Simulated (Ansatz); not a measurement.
Mulliken charges of C$_{2}$H$_{4}$Zn, SMILES `C=[CH][ZnH]` from ωB97M-V/def2-TZVPP in Ansatz (PBE0-D4/def2-TZVP geometry).

```csv
atom,x (Å),y (Å),z (Å),charge (e)
C1,-0.963,0.490,-0.506,-0.284
C2,0.082,0.432,0.321,-0.127
Zn3,1.298,-1.063,0.420,0.228
H4,-1.212,-0.313,-1.195,0.095
H5,-1.632,1.349,-0.540,0.101
H6,0.228,1.300,0.966,0.077
H7,2.260,-2.263,0.489,-0.090
```

Problem. By hand: the dipole of these point charges (1 e Å = 4.8032 D).

Solution. Σ q r = (0.093, -0.026, 0.061) e Å, of length 0.114 e Å = 0.55 D.

Problem. How does the dipole of the full density compare? (Estimate.)

Solution. Computed: (-0.040, 0.071, 0.010) e Å, 0.39 D; the point charges give 1.41 times that, at 122° from its direction, so they point the opposite way.

Point charges leave out the atoms' own dipoles, such as those of lone pairs, and Mulliken's split depends on the basis, so the two needn't agree.
